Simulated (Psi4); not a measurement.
C₂H₃ClGeO₂ (SMILES O=[C]1O[CH2][Ge@H]1[Cl]), singlet, at the geometry of the source list; R2SCAN/6-31G** run with Psi4.

Here is a job for Psi4.
```
memory 2 GB

molecule {
0 1
O     2.45650000   -0.10350000    0.30480000
C     1.20150000   -0.14570000    0.40230000
O     0.23960000   -0.97260000    0.96450000
C    -0.60960000   -0.91660000   -0.16440000
Ge   -0.20970000    0.97430000   -0.20430000
Cl   -1.08080000    2.21300000    1.29260000
H    -0.27110000   -1.43210000   -1.06980000
H    -1.66810000   -1.16950000    0.09730000
H    -0.05810000    1.55270000   -1.62300000
}

set {
  basis 6-31g**
  scf_type pk
  puream true
  d_convergence 1e-8
  dft_radial_points 99
  dft_spherical_points 590
}

energy('r2scan')
print_variables()
```

Output, abridged:

```
   => Loading Basis Set <=

    Name: 6-31G**
    Role: ORBITAL
    Keyword: BASIS

         ---------------------------------------------------------
                                   SCF
               by Justin Turney, Rob Parrish, Andy Simmonett
                          and Daniel G. A. Smith
                              RKS Reference
         ---------------------------------------------------------

  ==> Geometry <==

    Molecular point group: c1
    Full point group: C1

    Geometry (in Angstrom), charge = 0, multiplicity = 1:

       Center              X                  Y                   Z               Mass
    ------------   -----------------  -----------------  -----------------  -----------------
         O            2.486766501811    -0.808611898673     0.003198023587    15.994914619570
         C            1.231766501811    -0.850811898673     0.100698023587    12.000000000000
         O            0.269866501811    -1.677711898673     0.662898023587    15.994914619570
         C           -0.579333498189    -1.621711898673    -0.466001976413    12.000000000000
         GE          -0.179433498189     0.269188101327    -0.505901976413    73.921177761000
         CL          -1.050533498189     1.507888101327     0.990998023587    34.968852682000
         H           -0.240833498189    -2.137211898673    -1.371401976413     1.007825032230
         H           -1.637833498189    -1.874611898673    -0.204301976413     1.007825032230
         H           -0.027833498189     0.847588101327    -1.924601976413     1.007825032230

  Running in c1 symmetry.

  Rotational constants: A =      0.11848  B =      0.04940  C =      0.04620 [cm^-1]
  Rotational constants: A =   3551.94879  B =   1481.00399  C =   1385.09634 [MHz]
  Nuclear repulsion =  553.102955635463331

  Charge       = 0
  Multiplicity = 1
  Electrons    = 80
  Nalpha       = 40
  Nbeta        = 40

  ==> Algorithm <==

  SCF Algorithm Type is PK.
  DIIS enabled.
  MOM disabled.
  Fractional occupation disabled.
  Guess Type is SAD.
  Energy threshold   = 1.00e-06
  Density threshold  = 1.00e-08
  Integral threshold = 1.00e-12

  ==> Primary Basis <==

  Basis Set: 6-31G**
    Blend: 6-31G**
    Number of shells: 53
    Number of basis functions: 121
    Number of Cartesian functions: 129
    Spherical Harmonics?: true
    Max angular momentum: 2

  ==> DFT Potential <==

   => LibXC <=

    Version 7.1.2
    S. Lehtola, C. Steigemann, M. J. T. Oliveira, and M. A. L. Marques,  SoftwareX 7, 1–5 (2018) (10.1016/j.softx.2017.11.002)

   => Composite Functional: R2SCAN <=

    r2SCAN Meta-GGA XC Functional  (0.1021/acs.jpclett.0c02405)
    J. W. Furness, A. D. Kaplan, J. Ning, J. P. Perdew, J. Sun  J. Phys. Chem. Lett.  11, 8208–8215, 2020

    Deriv               =              1
    GGA                 =           TRUE
    Meta                =           TRUE

    Exchange Hybrid     =          FALSE
    MP2 Hybrid          =          FALSE

   => Exchange Functionals <=

    1.0000   XC_MGGA_X_R2SCAN

   => Correlation Functionals <=

    1.0000   XC_MGGA_C_R2SCAN

   => LibXC Density Thresholds  <==

    XC_MGGA_C_R2SCAN:  1.00E-15
    XC_MGGA_X_R2SCAN:  1.00E-11

   => Molecular Quadrature <=

    Radial Scheme          =       TREUTLER
    Pruning Scheme         =           NONE
    Nuclear Scheme         =       TREUTLER

    Blocking Scheme        =         OCTREE
    BS radius alpha        =              1
    Pruning alpha          =              1
    Radial Points          =             99
    Spherical Points       =            590
    Total Points           =         495107
    Total Blocks           =           3545
    Max Points             =            256
    Max Functions          =            117
    Weights Tolerance      =       1.00E-15

  ==> Integral Setup <==

  Using in-core PK algorithm.
   Calculation information:
      Number of atoms:                   9
      Number of AO shells:              53
      Number of primitives:            145
      Number of atomic orbitals:       129
      Number of basis functions:       121

      Integral cutoff                 1.00e-12
      Number of threads:                 1

  Performing in-core PK
  Using 54486542 doubles for integral storage.
  We computed 840649 shell quartets total.
  Whereas there are 1024596 unique shell quartets.

  ==> DiskJK: Disk-Based J/K Matrices <==

    J tasked:                  Yes
    K tasked:                   No
    wK tasked:                  No
    Schwarz Cutoff:          1E-12

  Minimum eigenvalue in the overlap matrix is 7.3335730150E-03.
  Reciprocal condition number of the overlap matrix is 1.3725447641E-03.
    Using symmetric orthogonalization.

  ==> Pre-Iterations <==

  SCF Guess: Superposition of Atomic Densities via on-the-fly atomic UHF (no occupation information).

   -------------------------
    Irrep   Nso     Nmo
   -------------------------
     A        121     121
   -------------------------
    Total     121     121
   -------------------------

  ==> Iterations <==

                        Total Energy        Delta E     RMS |[F,P]|

   @RKS iter SAD: -2762.07734529866320   -2.76208e+03   0.00000e+00
   @RKS iter   1: -2763.52165620669166   -1.44431e+00   2.36055e-02 DIIS/ADIIS
   @RKS iter   2: -2757.01585409684139    6.50580e+00   5.81950e-02 DIIS/ADIIS
   @RKS iter   3: -2764.98798869672737   -7.97213e+00   7.43484e-03 DIIS/ADIIS
   @RKS iter   4: -2765.09112576449206   -1.03137e-01   3.27523e-03 DIIS/ADIIS
   @RKS iter   5: -2765.15594907164859   -6.48233e-02   7.87006e-04 DIIS/ADIIS
   @RKS iter   6: -2765.15744758409801   -1.49851e-03   5.68199e-04 DIIS/ADIIS
   @RKS iter   7: -2765.15932520233127   -1.87762e-03   1.56250e-04 DIIS/ADIIS
   @RKS iter   8: -2765.15948766814881   -1.62466e-04   2.31319e-05 DIIS
   @RKS iter   9: -2765.15949154926784   -3.88112e-06   6.67884e-06 DIIS
   @RKS iter  10: -2765.15949188273271   -3.33465e-07   1.79949e-06 DIIS
   @RKS iter  11: -2765.15949190600850   -2.32758e-08   4.65597e-07 DIIS
   @RKS iter  12: -2765.15949190779702   -1.78852e-09   9.90575e-08 DIIS
   @RKS iter  13: -2765.15949190788660   -8.95852e-11   3.39951e-08 DIIS
   @RKS iter  14: -2765.15949190789433   -7.73070e-12   9.80464e-09 DIIS
  Energy and wave function converged.

  ==> Post-Iterations <==

   Electrons on quadrature grid:
      Ntotal   =   80.0000019731 ; deviation = 1.973e-06

    Orbital Energies [Eh]
    ---------------------

    Doubly Occupied:

[...]
      40A     -0.233262

    Virtual:

[...]
    Final Occupation by Irrep:
              A
    DOCC [    40 ]
    NA   [    40 ]
    NB   [    40 ]

  @RKS Final Energy: -2765.15949190789433

   => Energetics <=

    Nuclear Repulsion Energy =            553.1029556354633314
    One-Electron Energy =               -4941.9748238618503819
    Two-Electron Energy =                1759.9997461252935409
    DFT Exchange-Correlation Energy =    -136.2873698068003989
    Empirical Dispersion Energy =           0.0000000000000000
    VV10 Nonlocal Energy =                  0.0000000000000000
    Total Energy =                      -2765.1594919078943349

Computation Completed

Properties will be evaluated at   0.000000,   0.000000,   0.000000 [a0]

Properties computed using the SCF density matrix

 Multipole Moments:

 ------------------------------------------------------------------------------------
     Multipole            Electronic (a.u.)      Nuclear  (a.u.)        Total (a.u.)
 ------------------------------------------------------------------------------------

 L = 1.  Multiply by 2.5417464519 to convert [e a0] to [Debye]
 Dipole X            :         -1.8755256            0.8696900           -1.0058355
 Dipole Y            :          6.6901989           -6.8821027           -0.1919037
 Dipole Z            :         -1.3722877            0.5569814           -0.8153063
 Magnitude           :                                                    1.3089143

 ------------------------------------------------------------------------------------

  Variable Map:
  ----------------------------------------------------------------------------
[...]
  Array Variable Map:
  ----------------------------------------------------------------------------
[...]
[...]
```
